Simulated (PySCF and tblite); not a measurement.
Results of a calculation; reference values are marked as such.
System: C₆H₆O₃, numbered as in [CH3:1][CH2:2][C:3](=[O:4])[C:5]#[C:6][C:7](=[O:8])[OH:9].

For the shift of H on O9 from O9 to O8: electronic barrier 33.81 kcal/mol, zero-point change -3.03 kcal/mol, thermal and entropy terms at 298.15 K a further 0.09 kcal/mol (symmetry numbers apart). The minimum is C1, the saddle Cs. Level: PBE0/pcSseg-1 + D3(BJ) on PBE0-D3(BJ)/def2-SVP stationary points, with GFN2-xTB thermal terms. Rate constants are transition-state-theory values, counting equivalent paths, without tunnelling. (PySCF 2.14 with density fitting, tblite 0.8.)

Task: How many equivalent paths lead out of the minimum?

Result: 1: the symmetry number of the minimum is 1, that of the saddle displaced along its mode 1.

Task: Work out the rate at 298.15 K.

Result: ΔG‡ = 30.87 kcal/mol; k_B T/h = 6.2×10¹² s⁻¹; exp(−ΔG‡/RT) = 2.4×10⁻²³; times 1 gives k = 1.5×10⁻¹⁰ s⁻¹.

Tunnelling of the moving H, left out here, will speed the real process. In real samples such hydrogens mostly exchange between molecules or through solvent, far faster than by this path.
